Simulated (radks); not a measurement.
Results of a calculation; reference values are marked as such.
Orbital eigenvalues (eV) of the neodymium ion Nd3+, [Xe] 4f3, at several levels of relativity; Dirac values are averaged over j with weights 2j + 1. Spin-unpolarised spherical Kohn-Sham, PBE, point nucleus unless stated (finite: rms radius 4.9123 fm), a radial shooting solver on a logarithmic mesh with Libxc functionals. A level marked "c x" has the speed of light scaled by that factor and shares open shells by 2j + 1; other Dirac levels either fill j = l - 1/2 first or share by 2j + 1.

\begin{tabular}{lrrrrr}
shell & non-rel. & Dirac, 2j+1 shares & Dirac, low j first & Dirac, c x 1.5 & change of magnitude, last against first (%) \\ \hline
2p & -6138.3 & -6315.8 & -6315.6 & -6213.0 & +1.22 \\
3s & -1426.0 & -1552.4 & -1552.2 & -1478.6 & +3.69 \\
3p & -1279.0 & -1321.6 & -1321.4 & -1297.1 & +1.41 \\
3d & -1005.3 & -992.32 & -992.09 & -999.77 & -0.55 \\
4s & -304.53 & -333.39 & -333.25 & -316.50 & +3.93 \\
4p & -248.74 & -257.27 & -257.13 & -252.32 & +1.44 \\
4d & -150.33 & -146.94 & -146.82 & -148.86 & -0.97 \\
5s & -62.821 & -67.368 & -67.334 & -64.687 & +2.97 \\
5p & -47.353 & -48.131 & -48.105 & -47.667 & +0.66 \\
4f & -34.391 & -30.756 & -30.665 & -32.763 & -4.73 \\
5d (empty) & -24.753 & -24.103 & -24.091 & -24.462 & -1.17 \\
6s (empty) & -20.419 & -21.321 & -21.315 & -20.791 & +1.82 \\
\end{tabular}
